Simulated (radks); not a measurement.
The numbers below are computed, except where a source is named.
Pr3+, configuration [Kr] 4d10 4f2 5s2 5p5 6s1 (not the ground configuration). Code: a radial shooting solver on a logarithmic mesh with Libxc functionals. Model: scalar-relativistic Kohn-Sham, exchange-only B88, spin-polarised, spherical densities, finite nucleus; open shells are filled with parallel spins first (spin-orbit coupling, left out, can overturn this in heavy ions); Fermi nuclear charge, rms radius 4.8919 fm.

Unscreened Slater integrals over Kohn-Sham orbitals (cm^-1). They are taken over the spin-up orbitals.

\begin{tabular}{lr}
integral & value \\ \hline
F0(6s,6s) & 60725 \\
F0(6s,4f) & 78034 \\
G3(6s,4f) & 4100.5 \\
F0(6s,5p) & 73434 \\
G1(6s,5p) & 6864.3 \\
F0(6s,5s) & 74817 \\
G0(6s,5s) & 4099.3 \\
F0(4f,4f) & 205040 \\
F2(4f,4f) & 96600 \\
F4(4f,4f) & 60412 \\
F6(4f,4f) & 43402 \\
F0(4f,5p) & 140660 \\
F2(4f,5p) & 52615 \\
G2(4f,5p) & 29402 \\
G4(4f,5p) & 22596 \\
F0(4f,5s) & 154880 \\
G3(4f,5s) & 32845 \\
F0(5p,5p) & 119650 \\
F2(5p,5p) & 64878 \\
F0(5p,5s) & 126840 \\
G1(5p,5s) & 85535 \\
F0(5s,5s) & 135970 \\
\end{tabular}

Derived for the open shells (J is the average intra-shell exchange parameter used in DFT+U). 4f: F4/F2 = 0.625, F6/F2 = 0.449, J = (286 F2 + 195 F4 + 250 F6)/6435 = 7810 cm^-1. 5p: J = F2/5 = 12980 cm^-1.
